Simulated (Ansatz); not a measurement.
`O[SiH](O)N[SiH](F)F`. Charge 0, multiplicity 1.

```tsv
atom	x (Å)	y (Å)	z (Å)
O1	0.962	0.692	-2.109
Si2	-0.138	0.778	-0.909
O3	0.449	1.726	0.291
N4	-0.340	-0.797	-0.258
Si5	0.026	-1.278	1.327
F6	-0.613	-2.713	1.549
F7	-0.655	-0.276	2.360
H8	1.098	1.470	-2.652
H9	-1.417	1.315	-1.434
H10	-0.133	1.950	1.020
H11	-0.687	-1.522	-0.871
H12	1.448	-1.345	1.686
```

Q: Give the diagnostics of a CCSD(T)/def2-TZVPP run (frozen core, Ansatz). (Estimate.)

A: Ansatz gave: T1 = 0.0116, largest single amplitude 0.011, largest double 0.010, (T) share of the correlation energy 3.2 %, 9 CCSD cycles. The RHF solution is stable towards an unrestricted one. T1 lies under the customary mark of 0.02 for closed shells.
